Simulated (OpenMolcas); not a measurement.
## neutral molybdenum: from CASSCF to CASPT2

* Program: OpenMolcas 26.06
* Basis: ANO-RCC-VQZP [8s7p5d3f2g1h]
* Scalar Hamiltonian: DKH2, point nucleus
* Active space: 6 electrons in 6 orbitals (4d 5s)
* State averaging: 2S+1 = 7 even, 1 root; 2S+1 = 5 even, 23 roots kept (CI in the orbitals of an earlier block); 2S+1 = 3 even, 30 roots kept (CI in the orbitals of an earlier block); 2S+1 = 1 even, 1 root kept (CI in the orbitals of an earlier block, 0 in the spin-orbit step)
* Spin-orbit coupling: RASSI with atomic mean-field integrals over the reference wave functions, term energies averaged over their components

Methods on the same reference wave functions:
A. CASSCF
B. SS-CASPT2, IPEA 0.25 Eh, imaginary shift 0.1 Eh (closed shells correlated: 4s 4p)
C. MS-CASPT2, IPEA 0.25 Eh, imaginary shift 0.1 Eh (closed shells correlated: 4s 4p)

Energies in cm-1 above 4d5 5s 7S3, the measured ground level; measured values from NIST Handbook of Basic Atomic Spectroscopic Data.

```
             Level      A      B      C  Measured
        4d5 5s 7S3    0.0    0.0    0.0       0.0
 4d5 5s 5S2 [67 %]  16681  10010  10040     10768
       4d4 5s2 5D0  20793  11590   9580     10966
       4d4 5s2 5D1  20872  11680   9720          
4d4 5s2 5D2 [57 %]  21031  11850   9960          
       4d4 5s2 5D3  21274  12100  10380          
       4d4 5s2 5D4  21634  12430  10900          
        4d5 5s 5G4  22755  17900  17900          
        4d5 5s 5G5  22755  17900  17900          
        4d5 5s 5G3  22755  17900  17900          
        4d5 5s 5G6  22755  17900  17900          
        4d5 5s 5G2  22755  17900  17900     16641
        4d5 5s 5P1  25962  20400  20030
```

Deviations, from unrounded energies. A percentage is the sum of absolute deviations over the sum of measured energies, with the sign that they share, or ± where signs differ.

| Against measurement | Levels | A | B | C |
| --- | --- | --- | --- | --- |
| mean absolute deviation (cm-1) | 3 | 7300 | 880 | 1100 |
| other terms of the ground configuration (%) | 2 | +43.9 | ±7.4 | ±7.3 |
| other configurations (%) | 1 | +89.6 | +5.7 | -12.6 |

B lies closest to measurement on these levels and A furthest from it. The largest miss of B in the table is 4d5 5s 5G2, by +1300 cm-1. The ranking rests on the paired levels alone, and a cruder setting can come out closer through cancelling errors.

Between B and C the level of the table that moves most is 4d4 5s2 5D0, by 2000 cm-1 (lowest in C, highest in B). Moves below CASPT2's spread within the term are not significant.

The mean deviations of B to C differ by less than CASPT2's widest spread within a term (870 cm-1), so their order carries little weight.

From A to B the spin-free energies of the other terms of 4d5 5s shown, above 7S, scale by factors of 0.60 to 0.79.

The lowest spin-free term lies below A's lowest term by 0.440 hartree in B, 0.440 hartree in C.

CASPT2 breaks the degeneracy within a term, and the mean is taken; among the terms shown or strongly mixed into the levels shown the widest spread is 870 cm-1 (4d5 5s 5G, C). Some high roots are left out of the spin-orbit mixing, which shifts the levels that they would mix with. Terms from blocks run as CI alone lack orbitals of their own. Configurations are named by rounded mean occupations; where the s occupation lies near a half they are strongly mixed, a name can repeat and a true partner stay unpaired. A single d shell beside an s shell can misplace configurations of different d count against each other. Without dynamic correlation excited terms often stand tens of per cent too high (terms of higher spin than the ground term too low), and those without a measured partner can miss by more than the paired ones (holds for A). The CASPT2 spread within a term exceeds the gap to the next term for 4d5 5s 5S and 4d4 5s2 5D, so the order of their levels is uncertain, and so are names and mixing where such terms share a J (holds for C). Measured partners are found by configuration, term and J. A level has none where our copy of the source lacks it or the pairing is in doubt (some pairs that miss far off the trend of their configuration count as doubtful), and it then counts in no deviation. Levels of configurations outside the active space are missing. The table leaves out levels that lie high or whose names do not pair safely across all columns.

A share in square brackets marks a mixed level and gives the weight of the term that names it, the lowest over the columns.
